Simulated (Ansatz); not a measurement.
GaF, closed-shell singlet (the spin of the measured ground state), most abundant isotopes (18.9984 and 68.9256 u). Constants from fifth-degree fits in 1/R to seven points on the lowest solution found; no spin–orbit coupling, no relativity up to Kr; ω_e x_e and α_e move by some per cent with the fit.

Correlated levels freeze the inner cores; with def2 sets outer-core shells near the valence are correlated too. CBS: X⁻³ extrapolation of the correlation energy, Hartree–Fock from the larger set.

Codes used: Ansatz (an electronic-structure program). 

At CCSD(T)/CBS(def2-TZVPP, def2-QZVPP): B₀ = 0.35959 cm⁻¹, fundamental 623 cm⁻¹.

Taking the state as ¹Σ, work out the ideal-gas entropy and heat capacity at 298.15 K and 1 bar (rigid rotor, harmonic oscillator at the fundamental, no nuclear spin).


Translation: S = R(1.5 ln M + 2.5 ln T − 1.1517) with M = 87.924 u gives 164.68 J/(mol K). Rotation: q = kT/(σhcB₀) = 576.3 with σ = 1 and hc/k = 1.43878 cm K, S = R(ln q + 1) = 61.17. Vibration: u = hcν/kT = 3.008, S = R(u/(eᵘ − 1) − ln(1 − e⁻ᵘ)) = 1.72. Sum S° = 227.6 J/(mol K). C_p = 7R/2 + R u² eᵘ/(eᵘ − 1)² = 33.21 J/(mol K).
